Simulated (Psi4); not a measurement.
phosphorus nitride (NP), singlet, at a GFN2-xTB geometry, with bond 2-1 at 1.6 times its length. Base run: Psi4 with M06-2X/6-31G**.

Psi4 was given this input:
```
memory 2 GB

molecule {
0 1
N    -0.00000000   -0.00000000   -0.99436149
P     0.00000000    0.00000000    1.33907347
}

set {
  basis 6-31g**
}

energy('m06-2x')
print_variables()
```

The base run was repeated with changes; each row names its change, and settings that it needs were set with it.

| change | ΔE vs base (mEh) | SCF cycles | grid points | basis functions | outcome |
|---|---|---|---|---|---|
| base | 0.000 | 11 | 42586 | 34 | converged |
| soscf = true | - | - | - | 34 | stopped with an error |
| d_convergence = 1e-4 | 0.000 | 10 | 42586 | 34 | converged |
| level_shift = 1.0 | 0.000 | 12 | 42586 | 34 | converged |
| scf_type = pk | -0.069 | 11 | 42586 | 34 | converged |
| e_convergence = 1e-10 | 0.000 | 12 | 42586 | 34 | converged |
| guess = sap | 0.000 | 14 | 42586 | 34 | converged |
| dft_nuclear_scheme = becke | -0.007 | 11 | 42566 | 34 | converged |
| scf_type = disk_df | 0.000 | 11 | 42586 | 34 | converged |
| guess = sadno | 0.000 | 12 | 42586 | 34 | converged |
| dft_radial_scheme = becke | -0.126 | 11 | 37250 | 34 | converged |
| guess = core | 0.000 | 14 | 42586 | 34 | converged |
| puream = true | [?] | 11 | 42586 | [?] | converged |

Question: Some entries are withheld; supply them.

Answer: 
- puream = true, ΔE vs base (mEh): 3.617
- puream = true, basis functions: 32

- soscf = true: ended with `Fatal Error: Vx: RKS does not support rotated V builds for MGGA's`
